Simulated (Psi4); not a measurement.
C$_{2}$H$_{7}$S (SMILES CC[SH2+]), charge +1, singlet, at a GFN2-xTB geometry. Base run: Psi4 1.11 with CCSD(T)/3-21G.

Psi4 was given this input:
```
memory 2 GB

molecule mol {
1 1
  C     1.531457    0.735647    0.106944
  C     0.027265    0.874685    0.068504
  S    -0.755234   -0.796382   -0.180043
  H    -1.991463   -0.508231    0.287499
  H    -0.370689    1.302383    0.986668
  H    -0.294463    1.465952   -0.788790
  H     1.968231    1.729639    0.178587
  H     1.863361    0.162843    0.969476
  H     1.914475    0.270997   -0.798133
  H    -0.358047   -1.343460    0.992691
}

set basis 3-21g
set reference rhf

energy('ccsd(t)')
print_variables()
```

### Question
The base was run again with changes. Order these runs by total energy, lowest first: method = ccsd | method = omp2 | method = cepa(1).

### Answer
method = cepa(1) (ΔE vs base (mEh) 5.084), method = ccsd (ΔE vs base (mEh) 6.131), method = omp2 (ΔE vs base (mEh) 45.606)
